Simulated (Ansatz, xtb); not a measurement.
Relative energy of two structures of AlF3H6OSi2

Structure I is `[F][Al-]([F])([F])[O+]([SiH3])[SiH3]`, a singlet and structure II is a singlet given by its coordinates. Both are isolated molecules in the gas phase, relaxed with PBE0-D4/def2-SVP.

I (Å):

```xyz
13

Al   -2.0532   -0.8299   -1.3829
F    -1.3783    0.1100   -2.5948
F    -2.2748   -2.4359   -1.7410
F    -3.1862   -0.1385   -0.3601
O    -0.5881   -0.6708   -0.1785
Si   -1.0371   -0.4929    1.4946
Si    0.9244   -0.2377   -0.9247
H     0.2280   -0.7480    2.2364
H    -2.0493   -1.5338    1.7785
H    -1.5025    0.8949    1.7245
H     1.0857   -1.1173   -2.1032
H     0.9103    1.2107   -1.2377
H     1.9418   -0.5357    0.1201
```

II (Å):

```json
{"atom": "Al", "x (Å)": "-0.7582", "y (Å)": "2.7130", "z (Å)": "-0.3587"}
{"atom": "F", "x (Å)": "-0.7646", "y (Å)": "-1.4619", "z (Å)": "-0.0259"}
{"atom": "F", "x (Å)": "-2.2136", "y (Å)": "3.3448", "z (Å)": "0.1534"}
{"atom": "F", "x (Å)": "-0.9353", "y (Å)": "1.7778", "z (Å)": "-1.8345"}
{"atom": "O", "x (Å)": "-0.6395", "y (Å)": "0.9749", "z (Å)": "0.3719"}
{"atom": "Si", "x (Å)": "-0.8647", "y (Å)": "-0.1236", "z (Å)": "-0.9897"}
{"atom": "Si", "x (Å)": "-0.4760", "y (Å)": "0.4600", "z (Å)": "2.0159"}
{"atom": "H", "x (Å)": "0.3242", "y (Å)": "-0.2691", "z (Å)": "-1.8483"}
{"atom": "H", "x (Å)": "-2.2478", "y (Å)": "-0.2053", "z (Å)": "-1.4904"}
{"atom": "H", "x (Å)": "-1.7045", "y (Å)": "-0.2603", "z (Å)": "2.4248"}
{"atom": "H", "x (Å)": "-0.3357", "y (Å)": "1.7471", "z (Å)": "2.7478"}
{"atom": "H", "x (Å)": "0.7513", "y (Å)": "-0.3614", "z (Å)": "2.1434"}
{"atom": "H", "x (Å)": "0.5623", "y (Å)": "3.5444", "z (Å)": "-0.1981"}
```

Close contacts (Å): Al1–F3 1.67, Al1–F4 1.76, Al1–O5 1.89, Al1–Si6 2.91, F2–Si6 1.65, F4–Si6 2.08, O5–Si6 1.76, O5–Si7 1.73, Al1–H13 1.57, Si6–H8 1.47, Si6–H9 1.47, Si7–H10 1.48, Si7–H11 1.49, Si7–H12 1.48.

Question: Estimate E(II) − E(I) at the level CCSD(T)/def2-SVP + ΔMP2/def2-TZVPP.

Answer: Calculated at CCSD(T)/def2-SVP + ΔMP2/def2-TZVPP: E(II) − E(I) = +10.1 kcal/mol, so structure I lies lower.

The same difference at several levels:

```
                             level          geometry  E(II) − E(I) (kcal/mol)  departure from the last row (kcal/mol)  job, with rough time for the two
                  PBE0-D4/def2-SVP  PBE0-D4/def2-SVP                      +8.8                                    −1.3                optimisation, 48 s
                       HF/def2-SVP  PBE0-D4/def2-SVP                     +12.6                                    +2.5           part of the CCSD(T) run
                      MP2/def2-SVP  PBE0-D4/def2-SVP                     +11.8                                    +1.7           part of the CCSD(T) run
                  CCSD(T)/def2-SVP  PBE0-D4/def2-SVP                     +11.8                                    +1.7                      single point
CCSD(T)/def2-SVP + ΔMP2/def2-TZVPP  PBE0-D4/def2-SVP                     +10.1                                                        single point, 41 s
```

The levels shown agree on the order. The largest departure from CCSD(T)/def2-SVP + ΔMP2/def2-TZVPP is that of HF/def2-SVP, 2.5 kcal/mol. No reliable frequencies are at hand for I or II, so they aren't confirmed as minima. Levels run at GFN2-xTB geometries aren't shown. The last row adds to CCSD(T) the change of the MP2 difference between the two basis sets, here −1.7 kcal/mol.

The correlated steps freeze 19 core orbitals. Programs: Ansatz 0.2.0, xtb 6.7.1; the last row on 2 threads of Intel(R) Xeon(R) 6975P-C (Granite Rapids) on a shared host.
